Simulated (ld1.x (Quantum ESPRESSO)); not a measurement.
**What one change does to a pseudopotential (O (Z = 8), PAW)**

```
Element                 : O
Generator               : ld1.x (Quantum ESPRESSO) 7.5
Type                    : PAW
Functional              : PBE
Relativity              : scalar-relativistic
Frozen core             : [He]
Valence charge          : 6
Reference configuration : 2s2 2p4
Partial waves           : 2s (bound): rcut 0.55, rcutus 0.70 bohr; 2s channel at -1 Ry: rcut 0.55, rcutus 0.70 bohr; 2p (bound): rcut 1.25, rcutus 1.65 bohr; 2p channel at 0.05 Ry: rcut 1.25, rcutus 1.65 bohr
Local potential         : all-electron potential smoothed inside 1.05 bohr (lloc = -1)
Core correction         : Bessel-smoothed model core inside 0.70 bohr
Augmentation charge     : PSQ, inside the norm-conserving radii
```

All-electron outer shells of the reference configuration (PBE, scalar-relativistic, ld1.x):

```tsv
shell	level (eV)	outermost node (bohr)	outermost maximum (bohr)
1s	-514.70	–	0.13
2s	-23.96	0.28	0.87
2p	-9.03	–	0.82
```

Change: waves 2s (bound): rcut 0.55, rcutus 0.62 bohr; 2s channel at -1 Ry: rcut 0.55, rcutus 0.62 bohr.

Cutoffs: the cutoffs (Ry, on a coarse ladder) from which the occupation-weighted sum of valence levels, in a spherical-Bessel basis at the reference potential, stays within 10 and 1 mRy of its value at 400 Ry; they do not see the model core or the augmentation charge, which bear on the density cutoff. Errors are all-electron minus pseudo energies relative to the spin-unpolarised reference configuration.

Predict the effect on cutoff, ghosts and configuration errors.

The potential gets harder (70 Ry and 90 Ry → 90 Ry and 120 Ry); the bound ghost in s disappears; of the 7 tests that both files solve, the error grows in 0 and shrinks in 5 by more than 15 % and 0.3 meV (median size 2.3 → 2.2 meV). A smaller radius makes the pseudo-wave follow the all-electron one further in, where it bends more sharply, so more plane waves are needed. Less of the atom is replaced, so other configurations are described better.

| quantity | base | changed |
| --- | --- | --- |
| cutoff, loose | 70 Ry | 90 Ry |
| cutoff, tight | 90 Ry | 120 Ry |
| loose cutoff by channel (10 mRy a level) | s 70 Ry, p 25 Ry | s 90 Ry, p 25 Ry |
| bound ghosts | s | none |
| error for 2s2 2p3, meV [ΔE 16.43 eV] | -1.9 | -1.5 |
| error for 2s2 2p2, meV [ΔE 50.02 eV] | -11 | -9.0 |
| error for 2s2 2p1, meV [ΔE 103.89 eV] | -32 | -22 |
| error for 2s0 2p6, meV [ΔE 29.94 eV] | -2.3 | -2.2 |
| error for 2s2 2p3.5, meV [ΔE 6.29 eV] | -0.5 | -0.4 |
| error for 2s2 2p0, meV [ΔE 180.79 eV] | -27 | +5.8 |
| error for 2s1 2p5, meV [ΔE 14.95 eV] | -1.0 | -0.7 |
| s: phases at 1.80 bohr within 0.05 rad from the reference energy up to (Ry; the scan ends near 5) | to the end of the scan | to the end of the scan |
| p: phases at 1.80 bohr within 0.05 rad from the reference energy up to (Ry; the scan ends near 5) | to the end of the scan | to the end of the scan |
| lowest overlap eigenvalue by channel | s 0.66, p 1.00 | s 0.80, p 1.00 |

 A true bound ghost makes a file unfit for plane-wave use even where its test errors are small: the radial tests pick states by their node count and pass the ghost by.
